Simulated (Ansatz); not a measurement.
C2HF2O2, doublet (typed; the unrestricted solution is spin-contaminated), at a GFN2-xTB geometry. Base run: HF/3-21G run with Ansatz (a program for electronic structure).

Input for Ansatz:
Ansatz 0.2 input:
```yaml
crystal:
  periodic: [false, false, false]
  atoms:
    - {symbol: O, position_ang: [1.00908423, 1.50155229, 0.03543537]}
    - {symbol: C, position_ang: [0.71160733, 0.32632795, 0.04060336]}
    - {symbol: O, position_ang: [1.60255857, -0.67830943, 0.12156161]}
    - {symbol: C, position_ang: [-0.63484075, -0.16142983, -0.03898753]}
    - {symbol: F, position_ang: [-1.68096637, 0.62644498, -0.12569638]}
    - {symbol: F, position_ang: [-0.96947956, -1.43320129, -0.03424534]}
    - {symbol: H, position_ang: [2.50027146, -0.31452482, 0.17380460]}
basis:
  gaussian:
    orbitals: 3-21G.json
hamiltonian:
  xc: hf
magnetization: {spin_polarized: true, initial_magnetization: 1}
```
The basis file holds 3-21G in the JSON format of the Basis Set Exchange.

The bond that is stretched is that between atoms 5 and 4. A test that says stable can miss a lower solution.

Variants of this job, named by their change:

| change | ΔE vs base (mEh) | <S^2> | stability test says |
|---|---|---|---|
| base | 0.000 | 0.861 | minimum |
| spin_polarized = on; lower_state_search = off | 0.000 | 0.861 | undecided (no full test) |
| spin_polarized = on; lower_state_search = standard | 0.000 | 0.861 | minimum |
| bond × 1.25 | 51.860 | 0.945 | minimum |
| spin_polarized = on; lower_state_search = off; bond × 1.25 | 51.860 | 0.945 | undecided (no full test) |
| spin_polarized = on; lower_state_search = standard; bond × 1.25 | 51.860 | 0.945 | minimum |
| bond × 1.5 | 94.385 | 1.559 | minimum |
| spin_polarized = on; lower_state_search = off; bond × 1.5 | 94.385 | 1.559 | undecided (no full test) |
| spin_polarized = on; lower_state_search = standard; bond × 1.5 | 94.385 | 1.559 | minimum |
| bond × 1.8 | 105.2 | 1.786 | minimum |
| spin_polarized = on; lower_state_search = off; bond × 1.8 | 138.9 | 1.655 | undecided (no full test) |
| spin_polarized = on; lower_state_search = standard; bond × 1.8 | 105.2 | 1.786 | minimum |
| bond × 2.2 | 108.7 | 1.850 | minimum |
| spin_polarized = on; lower_state_search = off; bond × 2.2 | 138.9 | 1.604 | undecided (no full test) |
| spin_polarized = on; lower_state_search = standard; bond × 2.2 | 108.7 | 1.850 | minimum |
| bond × 3.0 | 110.4 | 1.852 | minimum |
| spin_polarized = on; lower_state_search = off; bond × 3.0 | 140.1 | 1.590 | undecided (no full test) |
| spin_polarized = on; lower_state_search = standard; bond × 3.0 | 110.4 | 1.852 | minimum |

On stretching, the SCF can end on different states; <S^2> shows the spin contamination of each.
